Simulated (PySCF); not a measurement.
H2Cl3NTi, charge +1, doublet, at a GFN2-xTB geometry (such geometries of metal compounds can be far from the true shape) (the multiplicity is a formal guess), with bond 2-1 at 1.25 times its length; PBE/STO-3G run with PySCF.

Here is a job for PySCF.
```python
from pyscf import gto, scf, dft

mol = gto.M(
    atom='''
Ti   -0.159332   -0.287538   -0.030015
Cl    2.308536   -0.382248   -1.028505
Cl    0.049590    0.371138    1.989703
Cl   -1.030692    1.412705   -0.997611
N    -1.115634   -1.865280   -0.221192
H    -0.920946   -2.619670   -0.890115
H    -1.939956   -2.146664    0.322930
''',
    basis='sto-3g',
    charge=1,
    spin=1,
    verbose=4,
)

mf = dft.UKS(mol)
mf.xc = 'pbe'
mf.kernel()
mo_i, mo_e, stable_i, stable_e = mf.stability(internal=True, external=False, return_status=True, nroots=6, tol=1e-6)
print('internally stable:', stable_i, ' externally stable:', stable_e)
if not stable_i:
    umf = mf.copy()
    umf.scf_summary = {}
    umf.kernel(umf.make_rdm1(mo_i, mf.mo_occ))
```

What the program printed (banner, timings and long lists left out):

```
PySCF version 2.14.0

[INPUT] verbose = 4
[INPUT] num. atoms = 7
[INPUT] num. electrons = 81
[INPUT] charge = 1
[INPUT] spin (= nelec alpha-beta = 2S) = 1
[INPUT] symmetry False subgroup None
[INPUT] Mole.unit = angstrom
[INPUT] Symbol           X                Y                Z      unit          X                Y                Z       unit  Magmom
[...]
nuclear repulsion = 512.97065046162
number of shells = 28
number of NR pGTOs = 156
number of NR cGTOs = 52
basis = sto-3g
ecp = {}

******** <class 'pyscf.dft.uks.UKS'> ********
method = UKS
initial guess = minao
damping factor = 0
level_shift factor = 0
DIIS = <class 'pyscf.scf.diis.CDIIS'>
diis_start_cycle = 1
diis_space = 8
diis_damp = 0
SCF conv_tol = 1e-09
SCF conv_tol_grad = None
SCF max_cycles = 50
direct_scf = True
direct_scf_tol = 1e-13
number electrons alpha = 41  beta = 40
XC library pyscf.dft.libxc version 7.1.2
    S. Lehtola, C. Steigemann, M. J. T. Oliveira, and M. A. L. Marques,  SoftwareX 7, 1–5 (2018)
XC functionals = pbe
    J. P. Perdew, K. Burke, and M. Ernzerhof,  Phys. Rev. Lett. 77, 3865 (1996)
    J. P. Perdew, K. Burke, and M. Ernzerhof,  Phys. Rev. Lett. 78, 1396 (1997)
    J. P. Perdew, K. Burke, and M. Ernzerhof,  Phys. Rev. Lett. 77, 3865 (1996)
    J. P. Perdew, K. Burke, and M. Ernzerhof,  Phys. Rev. Lett. 78, 1396 (1997)
radial grids:
    Treutler-Ahlrichs [JCP 102, 346 (1995); DOI:10.1063/1.469408] (M4) radial grids

becke partition: Becke, JCP 88, 2547 (1988); DOI:10.1063/1.454033
pruning grids: <function nwchem_prune>
grids dens level: 3
symmetrized grids: False
atomic radii adjust function: <function treutler_atomic_radii_adjust>
small_rho_cutoff = 0
Set gradient conv threshold to 3.16228e-05
tot grids = 111064
init E= -2259.3902135311

cycle= 1 E= -2260.35240122265  delta_E= -0.962  |g|= 0.409  |ddm|= 2.51
cycle= 2 E= -2250.21710922514  delta_E= 10.1  |g|= 3.23  |ddm|= 4.44

cycle= 3 E= -2260.35858965578  delta_E= -10.1  |g|= 0.504  |ddm|= 3.61
cycle= 4 E= -2260.5172287701  delta_E= -0.159  |g|= 0.315  |ddm|= 1.07
cycle= 5 E= -2260.49244548889  delta_E= 0.0248  |g|= 0.279  |ddm|= 1.04

cycle= 6 E= -2260.55449179576  delta_E= -0.062  |g|= 0.189  |ddm|= 1.55
cycle= 7 E= -2260.52715809016  delta_E= 0.0273  |g|= 0.196  |ddm|= 1.51
cycle= 8 E= -2260.52759981841  delta_E= -0.000442  |g|= 0.196  |ddm|= 0.00747
cycle= 9 E= -2260.53276468101  delta_E= -0.00516  |g|= 0.189  |ddm|= 0.109
cycle= 10 E= -2260.46589548852  delta_E= 0.0669  |g|= 0.308  |ddm|= 1.48
[...]
cycle= 25 E= -2260.59773643978  delta_E= -0.0071  |g|= 0.0165  |ddm|= 0.652
cycle= 26 E= -2260.59379118684  delta_E= 0.00395  |g|= 0.0562  |ddm|= 0.737
cycle= 27 E= -2260.59722404122  delta_E= -0.00343  |g|= 0.0265  |ddm|= 0.134
cycle= 28 E= -2260.59161827981  delta_E= 0.00561  |g|= 0.0689  |ddm|= 0.911
cycle= 29 E= -2260.59815669001  delta_E= -0.00654  |g|= 0.0108  |ddm|= 0.468
cycle= 30 E= -2260.5971920778  delta_E= 0.000965  |g|= 0.0299  |ddm|= 0.249
cycle= 31 E= -2260.59708380196  delta_E= 0.000108  |g|= 0.0312  |ddm|= 0.00647
cycle= 32 E= -2260.59554087909  delta_E= 0.00154  |g|= 0.0442  |ddm|= 0.248

cycle= 33 E= -2260.59791148363  delta_E= -0.00237  |g|= 0.0178  |ddm|= 0.32

cycle= 34 E= -2260.59810539754  delta_E= -0.000194  |g|= 0.013  |ddm|= 0.104

cycle= 35 E= -2260.59783807311  delta_E= 0.000267  |g|= 0.0148  |ddm|= 0.387

cycle= 36 E= -2260.59831166244  delta_E= -0.000474  |g|= 0.000807  |ddm|= 0.433

cycle= 37 E= -2260.59832330086  delta_E= -1.16e-05  |g|= 0.000877  |ddm|= 0.0638

cycle= 38 E= -2260.59829024567  delta_E= 3.31e-05  |g|= 0.00471  |ddm|= 0.0477

cycle= 39 E= -2260.59832382885  delta_E= -3.36e-05  |g|= 0.000838  |ddm|= 0.0608

cycle= 40 E= -2260.59831894564  delta_E= 4.88e-06  |g|= 0.00189  |ddm|= 0.0283

cycle= 41 E= -2260.59831857762  delta_E= 3.68e-07  |g|= 0.00191  |ddm|= 0.0027

cycle= 42 E= -2260.59831568906  delta_E= 2.89e-06  |g|= 0.00231  |ddm|= 0.00678

cycle= 43 E= -2260.59831342204  delta_E= 2.27e-06  |g|= 0.00262  |ddm|= 0.00227

cycle= 44 E= -2260.59832087586  delta_E= -7.45e-06  |g|= 0.00157  |ddm|= 0.0188

cycle= 45 E= -2260.5983234278  delta_E= -2.55e-06  |g|= 0.000884  |ddm|= 0.00751

cycle= 46 E= -2260.59832424767  delta_E= -8.2e-07  |g|= 0.000534  |ddm|= 0.00618

cycle= 47 E= -2260.59832460198  delta_E= -3.54e-07  |g|= 0.000208  |ddm|= 0.00257

cycle= 48 E= -2260.59832445036  delta_E= 1.52e-07  |g|= 0.000378  |ddm|= 0.01

cycle= 49 E= -2260.5983246872  delta_E= -2.37e-07  |g|= 4.4e-06  |ddm|= 0.0058

cycle= 50 E= -2260.59832468706  delta_E= 1.49e-10  |g|= 1.01e-05  |ddm|= 0.00016

Extra cycle  E= -2260.59832248644  delta_E= 2.2e-06  |g|= 0.00122  |ddm|= 0.0144
SCF not converged.
SCF energy = -2260.59832248644 after 50 cycles  <S^2> = 0.75457141  2S+1 = 2.0045662
uhf_internal: lowest eigs of H = [0.00666666 0.07235316 0.11237647 0.12485595 0.14630872 0.16970976]
<class 'pyscf.dft.uks.UKS'> wavefunction is stable in the internal stability analysis
internally stable: True  externally stable: None
```

The run did not converge; its last values are not results.
